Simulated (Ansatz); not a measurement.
Ansatz (a first-principles code) input (BHLYP/def2-TZVPD):

Ansatz 0.2 input:
```yaml
crystal:
  periodic: [false, false, false]
  atoms:
    - {symbol: C, position_ang: [1.42549636, -0.98754881, -0.40629056]}
    - {symbol: B, position_ang: [0.01921829, -0.35195786, -0.18272266]}
    - {symbol: C, position_ang: [-1.31596172, -1.01843506, -0.63513724]}
    - {symbol: Cl, position_ang: [-0.06696748, 1.22642201, 0.63670999]}
    - {symbol: H, position_ang: [1.38745607, -2.07830833, -0.45095990]}
    - {symbol: H, position_ang: [2.17472370, -0.67498522, 0.32077936]}
    - {symbol: H, position_ang: [1.78123538, -0.65327023, -1.39049573]}
    - {symbol: H, position_ang: [-1.65487069, -1.66093414, 0.18905199]}
    - {symbol: H, position_ang: [-2.12089703, -0.31077999, -0.83254982]}
    - {symbol: H, position_ang: [-1.18249950, -1.67520369, -1.49771567]}
basis:
  gaussian:
    orbitals: def2-TZVPD
hamiltonian:
  xc: {name: BHLYP}
magnetization: {spin_polarized: true, initial_magnetization: 2}
```

End of the output:

```
integrals: 0.12 GiB planned
1299 factors; their error is unknown
0.35 GiB of the device are held for the grids
1.13 GiB of device memory are held for the factors and their scratch space
mean field: 1.25 GiB planned
mean field evaluation 1: about -15356.6256 eV, gradient 4.4e1 eV
mean field evaluation 2: about -15349.4259 eV, gradient 5.6e1 eV
mean field evaluation 4: about -15366.2884 eV, gradient 2.6e0 eV
mean field evaluation 8: about -15366.3355 eV, gradient 2.1e-1 eV
mean field evaluation 16: about -15366.3956 eV, gradient 9.5e-4 eV
mean field evaluation 32: about -15365.6279 eV, gradient 6.4e0 eV
mean field -15366.39557316 eV, -564.7046215966 hartree, gradient 3.7e-5 eV, S^2 2.009629; 5 other end points of the search recorded, 0 dependent functions left out
reference -15366.39577861 eV, -564.7046291466 hartree; 21, 19 occupied and 190, 192 virtual orbitals, 1299 factors
Total energy: -15366.39577861 eV, -564.7046291466 hartree
```

This state (charge 0, triplet) is run at the relaxed geometry of the species with charge 0 and multiplicity 1, and is a spin state other than that species' own.
